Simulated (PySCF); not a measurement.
# Which determinant of CsZn⁺ lies lowest?

Unrestricted PBE0; basis Cs def2-SVP with ECP46, Zn def2-SVP; scalar-relativistic core potentials; PySCF 2.14. Outer shells of the fragments: Cs+ closed shells only; Zn 3d10 4s2.

Followed along the bond (rough minima from three points):

```tsv
2Ms+1	unpaired	⟨S²⟩ at the start	R at minimum (Å)	Te (eV)
1	none	0.00	3.91	0.00
3	σ ↑↑	2.00	none in the scan	≤ 3.61
```

Solutions found at the starting distance of 3.495 Å, counted from the lowest of them; the search is not exhaustive and high or unbound solutions are not listed, so other states can lie among these:

```tsv
2Ms+1	unpaired	term	E (eV)	⟨S²⟩	⟨Lz²⟩	μ (D)
1	none	¹Σ⁺	0.00	0.00	0.00	-3.23
3	σ ↑↑	³Σ⁺	3.79	2.00	0.00	-1.07
3	σ ↑, π ↑	³Π	4.20	2.00	1.00	-1.40
1	σ ↑, π ↓	mixed	4.96	1.00	1.00	-0.35
3	σ ↑, δ ↑	³Δ	7.48	2.00	4.00	10.57
```

A term symbol is given only where ⟨S²⟩ and ⟨Lz²⟩ are close to those of a pure state; real π, δ and φ orbitals otherwise mix terms. A positive dipole points towards Zn; it is taken about the centre of mass and depends on that origin.

Spin–orbit coupling is left out. Counting both spins, an empty level lies below a filled one in some of these solutions, because spin and occupation are held.
